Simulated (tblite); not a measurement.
Q: Give a GFN2-xTB geometry of `C#C[SiH2]C(F)(Cl)Cl`.

A: 
```xyz
10
C3H3Cl2FSi angstrom
C      2.533    0.213   -0.206
C      1.458   -0.259    0.057
Si    -0.184   -0.988    0.459
C     -1.385    0.548    0.405
F     -2.663    0.191    0.686
Cl    -1.390    1.297   -1.211
Cl    -0.906    1.771    1.608
H      3.468    0.636   -0.438
H     -0.260   -1.503    1.823
H     -0.662   -1.901   -0.576
```

Any rigid rotation of these coordinates is as good. Atoms count from 1 in this order. The 2 C–Si bonds span 1.841 Å (C2–Si3, drawn single) to 1.951 Å (Si3–C4, drawn single), a spread of 0.110 Å. Si3 (SiH2 silicon) is distorted tetrahedral (angles from 103.4° to 115.1°).

Bonds between heavy atoms (Å): C1≡C2 1.203, C2–Si3 1.841, Si3–C4 1.951, C4–F5 1.357, C4–Cl6 1.781, C4–Cl7 1.781.

The geometry is computed with GFN2-xTB (gas phase).

Point group: Cs (tolerance 0.08 Å). Its GFN2-xTB frequencies are all real (lowest 32 cm⁻¹). One conformer, not necessarily the lowest (C2–Si3–C4–F5 180°). 3 starts were optimised and ended at 0.00, 0.00 and 0.11 kcal/mol (GFN2-xTB); the lowest of these is shown.

On one thread, Arm Neoverse N1 (aarch64), on a shared host, this took 0.46 s. This is the geometry optimisation.
